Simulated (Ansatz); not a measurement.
Consider the adduct formation: H₂O + `[InH3]` → `[OH2+][InH3-]`.

Calculated with Ansatz (gas phase, PBE0-D4/def2-TZVP geometries, no zero-point term in ΔE). CCSD(T)/CBS adds triple-zeta CCSD(T) − MP2 to the extrapolated MP2 energy (def2 sets, frozen cores). This one scheme is used for every species. Functionals use def2-TZVPP. def2 core potentials past Kr. For In outer-core shells are correlated without core-valence functions, which leaves a few kJ/mol of doubt a bond.

H₂O:

Cartesian coordinates in Å:
```
O -0.376 0.089 -0.047
H 0.071 -0.149 0.769
H 0.305 0.060 -0.722
```

`[InH3]`:

Cartesian coordinates in Å:
```
In 0.000 0.000 0.000
H -1.070 1.286 0.419
H 1.082 0.178 -1.331
H -0.012 -1.464 0.911
```

`[OH2+][InH3-]`:

Cartesian coordinates in Å:
```
O 0.416 -0.836 -0.987
In -0.262 0.476 0.951
H -0.327 -0.972 -1.583
H 1.082 -0.354 -1.488
H 0.950 1.673 0.620
H -1.855 0.713 0.303
H -0.003 -0.700 2.185
```

| level | ΔE (kJ/mol) |
| --- | --- |
| r2SCANh-D4 | -57.9 |
| BHLYP-D4 | -54.1 |
| CAM-B3LYP-D4 | -54.7 |
| B2PLYP | -49.2 |
| PBE-QIDH | -53.9 |
| PBE0 | -49.7 |
| LC-ωPBE | -50.0 |
| CCSD(T)/def2-SVP | -71.1 |

Task: What does CCSD(T)/CBS give? (Estimate.)

Result: Computed: -54.6 kJ/mol. The listed levels differ from it by -3.3, 0.5, -0.1, 5.4, 0.7, 4.9, 4.6, -16.5 kJ/mol.

Task: What do rigid-rotor, harmonic-oscillator terms from PBE0-D4/def2-TZVP frequencies (298.15 K, 1 bar) make of the CCSD(T)/CBS value? (Estimate.)

Result: Ansatz gave: ΔZPE = +9.9 kJ/mol, ΔH = -47.5 kJ/mol, ΔS = -103 J/(mol·K), ΔG = -16.9 kJ/mol.

Largest T1 diagnostic among the species: 0.014.

The D4 term adds −6.3 kJ/mol with B3LYP and −3.4 kJ/mol with PBE0; it sums over pairs of atoms, weighted by their polarisabilities, and B3LYP, whose exchange is more repulsive, gets the larger term. At CCSD(T), def2-SVP lies −16.5 kJ/mol from the extrapolated value and def2-TZVPP +1.3 kJ/mol.

B3LYP here is the variant with VWN-RPA as its local correlation; programs differ in this.
